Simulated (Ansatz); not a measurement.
C5H4N (SMILES [c]1ccccn1), doublet, at a GFN2-xTB geometry. Base run: PBE0/3-21G (Ansatz, a first-principles code).

Geometry (Å):
```xyz
10

N     -0.0096     0.0618     1.3931
C      0.0105     0.0556    -1.3215
C      0.0084     1.1600     0.7365
C     -0.0190    -1.1079     0.7677
C     -0.0091    -1.1422    -0.6164
C      0.0200     1.2666    -0.6391
H      0.0185     0.0496    -2.4031
H     -0.0343    -2.0004     1.3780
H     -0.0166    -2.0882    -1.1363
H      0.0352     2.2135    -1.1537
```
Charge 0, spin multiplicity 2.
Orbitals are unrestricted.
All else is at Ansatz's defaults.
Base energy -245.94037 Eh.

Each row names what was changed in the base input (with any setting that the change needs).

| change | ΔE vs base (kcal/mol) |
|---|---|
| base | 0.000 |
| fitting.mean_field = cc-pVTZ-JKFIT | -0.033 |
| final_grid = 4, 8, 17 | 0.604 |
| final_grid = 10, 20, 41 | 0.000 |
| lower_state_search = off | 0.000 |
| nuclear_model = gaussian | 0.012 |
| lower_state_search = full | 0.000 |
| point_charge = charge:-1.0 position_ang:-5.0752, 1.6407, -1.504 | 0.120 |
| forces = on | 0.000 |
| point_charge = charge:1.0 position_ang:3.7695, 2.3336, 2.8691 | -6.51 |
| final_grid = 6, 12, 29 | 0.023 |
